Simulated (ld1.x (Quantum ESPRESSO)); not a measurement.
Values are calculated unless marked as measured or tabulated.
**Pseudopotentials across the periodic table**

Generated with ld1.x 7.5 (TM, RRKJ, ultrasoft, PAW), atompaw 4.2 or ONCVPSP 4.0.1. The cutoff is in Ry: for ld1.x and atompaw files where the sum of valence levels is converged to 10 mRy in a Bessel basis, for ONCV files where the hardest occupied wave has 1 mHa per electron of residual kinetic energy. The error is the largest all-electron minus pseudo excitation energy over each file’s own four to seven test configurations (ionisations up to +4, promotions, holes and added fractions of an electron), all of which were solved. The labels leave out finer settings (local radius, basis sizes, second energies), which also bear on the numbers. Spin-polarised tests are not counted. The rows are a selection from randomly drawn settings: files with unsolved tests, undetermined cutoffs or missed reference levels are left out.

A true bound ghost makes a file unfit for plane-wave use even where its test errors are small: the radial tests pick states by their node count and pass the ghost by.

```csv
element,potential,cutoff (Ry),largest error (meV),bound ghosts
Li,"TM, LDA (PZ), non-relativistic, rc 2.35/4.20/3.60 (spd), local smoothed, core correction yes, reference 2s1 2p0",6,-4.3,none
F,"TM, LDA (PZ), scalar-relativistic, rc 0.60/1.40/1.50 (spd), local d, core correction no, reference 2s1.75 2p5.25",160,+257,none
Si,"ultrasoft, PBE, non-relativistic, rc 1.55/1.90 (sp), local smoothed, core correction no, reference 3s2 3p2",12,-18,none
Sc,"TM, PBE, scalar-relativistic, rc 2.75/3.20/2.70 (spd), local s, core correction yes, reference 3d1 4s2 4p0",30,-121,none
Br,"PAW, PBE, scalar-relativistic, rc 1.70/1.55/1.35 (spd), local smoothed, core correction yes, reference 4s1.5 4p5.5",12,-178,none
Zr,"TM, LDA (PZ), non-relativistic, rc 1.20/1.75/2.40 (spd), local d, core correction no, reference 4s2 4p6 4d2 5s0 5p0",80,-74,none
Mo,"TM, PBEsol, scalar-relativistic, rc 1.75/2.05/2.00 (spd), local p, core correction yes, reference 4s2 4p6 4d4 5s0 5p0",45,+744,none
Sn,"RRKJ, LDA (PZ), scalar-relativistic, rc 2.00/2.65/1.25/2.70 (spdf), local p, core correction yes, reference 4d10 5s2 5p2",90,-286,none
Sb,"TM, BLYP, scalar-relativistic, rc 2.00/1.80/1.25 (spd), local d, core correction yes, reference 4d10 5s2 5p3",100,-282,"s, p"
```

Task: Fill in the row for O: RRKJ, PBE, scalar-relativistic, rc 0.75/1.15 (sp), local smoothed, core correction no, reference 2s2 2p3.

Result: cutoff 120 Ry, largest error +997 meV, bound ghosts: none.
